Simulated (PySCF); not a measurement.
## Electron correlation in Bi²⁺ (bismuth, charge +2)

[Xe] 4f14 5d10 6s2 6p1, 2P determinant. Calculation: PySCF 2.14, in def2-TZVPPD with the def2 core potential (60 electrons) (7s5p4d2f, 56 functions); a scalar-relativistic core potential. Frozen: 5s2 5p6 5d10; 3 electrons correlated.

```
  level  correlation energy (mhartree)
   CCSD                         -37.11
    (T)                          -0.37
CCSD(T)                         -37.48
  CCSDT                         -37.59
```

Diagnostics: T1 = 0.0060, D1 = 0.0138, largest double amplitude 0.073.

Spin-orbit coupling, absent here, splits the open shell strongly.

Cost of the coupled-cluster step: roughly 0.9 core-seconds, for 3 correlated electrons.

Iterations:

```
CC2 = 0
CCSD nocc = (np.int64(2), np.int64(1)), nmo = (47, 47)
frozen orbitals [[0, 1, 2, 3, 4, 5, 6, 7, 8], [0, 1, 2, 3, 4, 5, 6, 7, 8]]
max_cycle = 100
direct = 0
conv_tol = 1e-08
conv_tol_normt = 1e-06
diis_space = 8
diis_start_cycle = 0
Init t2, MP2 energy = -0.0284574262403039
Init E_corr(UCCSD) = -0.028457426241606
cycle = 1  E_corr(UCCSD) = -0.034574612209575  dE = -0.00611718597  norm(t1,t2) = 0.0330471
cycle = 2  E_corr(UCCSD) = -0.0362521515070147  dE = -0.0016775393  norm(t1,t2) = 0.0115829
cycle = 3  E_corr(UCCSD) = -0.037123597788915  dE = -0.000871446282  norm(t1,t2) = 0.00450079
cycle = 4  E_corr(UCCSD) = -0.0371120750672637  dE = 1.15227217e-05  norm(t1,t2) = 0.000441834
cycle = 5  E_corr(UCCSD) = -0.0371145818005127  dE = -2.50673325e-06  norm(t1,t2) = 5.11611e-05
cycle = 6  E_corr(UCCSD) = -0.0371142256079331  dE = 3.5619258e-07  norm(t1,t2) = 5.74722e-06
cycle = 7  E_corr(UCCSD) = -0.0371143574429047  dE = -1.31834972e-07  norm(t1,t2) = 9.44371e-07
cycle = 8  E_corr(UCCSD) = -0.0371143178469369  dE = 3.95959678e-08  norm(t1,t2) = 2.00348e-07
cycle = 9  E_corr(UCCSD) = -0.0371143221783656  dE = -4.33142874e-09  norm(t1,t2) = 3.94917e-08
UCCSD converged
E(UCCSD) = -212.7665364807339  E_corr = -0.03711432217836563
UCCSD(T) correction = -0.000365865657992355
```
